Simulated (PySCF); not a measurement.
Job for PySCF: R-HF/STO-3G on C3H6O (SMILES C=COC), a point of a torsion scan.

```python
from pyscf import gto, scf, dft, mp
from pyscf.data.elements import chemcore

mol = gto.M(
    atom='''
    C     1.76279072    0.13722355    0.07001209
    C     0.66923201   -0.60131961   -0.00629891
    O    -0.55450562   -0.18946560   -0.46077265
    C    -0.60639340    0.28582812   -1.78870878
    H     1.81362182    1.13412617   -0.33323405
    H     2.66420888   -0.26016309    0.49708764
    H     0.62433260   -1.59197731    0.43474228
    H    -1.65265582    0.51180814   -1.98677609
    H    -0.25797712   -0.47838582   -2.49134197
    H    -0.01067841    1.19366780   -1.92677343
    ''',
    basis='sto-3g',
    charge=0, spin=0, verbose=3, max_memory=1800)
mf = scf.RHF(mol)
mf.conv_tol = 1e-8
mf.max_cycle = 100
mf.kernel()
if not mf.converged:
    mf = mf.newton().run(mf.mo_coeff, mf.mo_occ)
```

**Question.** What total energy does the run end on?

**Answer.** -189.4883 hartree.
